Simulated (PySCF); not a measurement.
# Excitation energies in several basis sets

Compound: C2H3NOSi.
SMILES: `N#C[SiH2]C=O`

TDDFT with PBE0 (PySCF), vertical singlets, core orbitals frozen in the response, spherical d and f functions. One conformer (not necessarily the lowest) at the PBE0-D3(BJ)/def2-SVP geometry, without solvent, vibrations or thermal averaging.

| basis | functions | diffuse | S1 (eV) | S2 (eV) | S3 (eV) | S4 (eV) | S5 (eV) | LUMO (eV) | α (au) |
| --- | --- | --- | --- | --- | --- | --- | --- | --- | --- |
| 6-31G* | 80 | no | 3.32 | 5.90 | 6.23 | 6.77 | 6.82 | -2.04 | 46.9 |
| def2-SVP | 89 | no | 3.25 | 5.89 | 6.09 | 6.74 | 6.79 | -2.21 | 48.8 |
| 6-31+G* | 100 | yes | 3.28 | 5.82 | 6.17 | 6.52 | 6.66 | -2.43 | 53.3 |
| def2-SVPD | 131 | yes | 3.22 | 5.85 | 6.04 | 6.57 | 6.64 | -2.52 | 57.5 |
| aug-cc-pVDZ | 146 | yes | 3.22 | 5.79 | 6.03 | 6.47 | 6.56 | -2.47 | 58.6 |
| def2-TZVP | 179 | no | 3.21 | 5.77 | 5.98 | 6.54 | 6.60 | -2.44 | 54.9 |
| def2-TZVPD | 221 | yes | 3.19 | 5.73 | 5.95 | 6.43 | 6.54 | -2.51 | 58.6 |

How much do these states and the polarisability depend on the basis?

States are compared by their number. Against the largest diffuse basis here (def2-TZVPD, itself not a converged limit), sets without diffuse functions differ by up to 0.13 eV in S1 and 0.28 eV in S5; the smaller diffuse sets differ by up to 0.08 and 0.12 eV. State by state, the largest deviation of a set without diffuse functions is S1 0.13, S2 0.18, S3 0.28, S4 0.34, S5 0.28 eV. The same number needn't mean the same state in each row. Against def2-TZVPD the polarisability deviates by -20% in 6-31G*, -17% in def2-SVP, -9% in 6-31+G*, -2% in def2-SVPD, 0% in aug-cc-pVDZ, -6% in def2-TZVP. A single + in a Pople set puts diffuse functions on heavy atoms only.
